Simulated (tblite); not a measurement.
Compound: C₄H₇F₃Si.
Cartesian coordinates in Å at the GFN2-xTB level; atoms count from 1:
```
atom  x, y, z in Å
F1     2.5254    0.8848    1.4675
C2     2.6292    0.4396    0.2171
F3     3.8106    0.7581   -0.2961
C4     1.6642   -0.2394   -0.3883
F5     1.8675   -0.6451   -1.6582
C6     0.3214   -0.5595    0.1814
C7    -0.7559    0.3450   -0.4257
Si8   -2.5009   -0.0629    0.2253
H9     0.3574   -0.4364    1.2636
H10    0.0948   -1.6025   -0.0496
H11   -0.7305    0.2412   -1.5115
H12   -0.5083    1.3849   -0.2063
H13   -2.7892   -1.4704   -0.0571
H14   -2.5261    0.1691    1.6699
H15   -3.4641    0.8016   -0.4539
```

Level: GFN2-xTB in tblite, geometry and Hessian alike; calculated harmonic values, unscaled, isolated species. The method is semi-empirical: single wavenumbers can be off by several per cent or more. Modes of hydrogen on silicon can be 10 to 20 % off. One conformer, not necessarily the lowest.

Harmonic wavenumbers (cm⁻¹): 40.1, 58.7, 97.0, 122.5, 177.3, 203.5, 225.5, 324.5, 419.2, 453.1, 482.5, 514.1, 541.9, 552.1, 732.8, 747.8, 775.9, 781.4, 783.6, 794.3, 907.0, 1043.0, 1057.3, 1150.4, 1195.4, 1224.7, 1227.1, 1265.3, 1323.5, 1451.9, 1480.4, 1783.2, 2265.0, 2272.9, 2286.6, 2975.6, 2984.1, 2993.5, 3009.6.

A = 3414, B = 710.5, C = 618.6 MHz; mass 140.027 u (most abundant isotopes); point group C1, symmetry number 1.

Q: What is the zero-point energy?

A: Half the sum of the wavenumbers: 21362 cm⁻¹ = 255.55 kJ/mol.

Q: Entropy at 298.15 K, 1 bar (ideal gas, RRHO, classical rotation)?

A: Translation 170.49, rotation 124.48, vibration 125.73: S = 420.7 J/(mol K).

Q: And Cp and H(298.15 K) − H(0)?

A: Cp = 155.64 J/(mol K), of which vibrations give 122.39 (their classical limit is 39 R = 324.3); H(298.15 K) − H(0) = 29.09 kJ/mol without the zero-point energy, 19.17 from vibrations.

Q: Blend soft modes into free rotors: weight 1/[1 + (100 cm⁻¹/ν̃)⁴] for the oscillator and the rest for a rotor with moment μB/(μ + B), μ = h/(8π²ν), B = 10⁻⁴⁴ kg m². What vibrational entropy results?

A: 113.60 J/(mol K) in place of 125.73, which changes −T·S at 298.15 K by +3.62 kJ/mol.

Q: Which modes carry the vibrational entropy at 298.15 K?

A: 40.1 cm⁻¹: 21.98; 58.7 cm⁻¹: 18.83; 97.0 cm⁻¹: 14.70; 122.5 cm⁻¹: 12.81; 177.3 cm⁻¹: 9.86; 203.5 cm⁻¹: 8.79 J/(mol K); the other 33 give 38.76 together.

Hindered rotation and anharmonicity are outside this model. Other conformers, if any are populated, would add a mixing term that is left out. The structure is chiral; the term R ln 2 for an equal mix with its mirror image is left out.
